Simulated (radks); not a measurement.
The numbers below are computed, except where a source is named.
Question: Coherent X-ray form factor from a spherical all-electron density. Code: a radial shooting solver on a logarithmic mesh with Libxc functionals. Model: non-relativistic Kohn-Sham, PBE, spin-polarised, spherical densities, point nucleus.

sin(theta)/lambda (1/angstrom)  f0 (electrons)
0.05                                    47.708
0.1                                     46.858
0.15                                    45.520
0.2                                     43.795
0.25                                    41.801
0.3                                     39.650
0.4                                     35.253
0.5                                     31.138
0.6                                     27.544
0.8                                     22.088
1                                       18.577
1.25                                    15.738
1.5                                     13.490
2                                        9.528

The species is in the configuration that NIST lists as its ground one. Which atom or ion scatters so?

Answer: The cerium ion Ce10+, [Kr] 4d10 5s2. Extrapolating in s^2 from the first two rows gives f0(0) = 48.0, near the electron count 48; among species with that count, the fall with angle is slower the higher Z, and the table is that of Z = 58; from so few rows the species is fixed only to a neighbour or two.
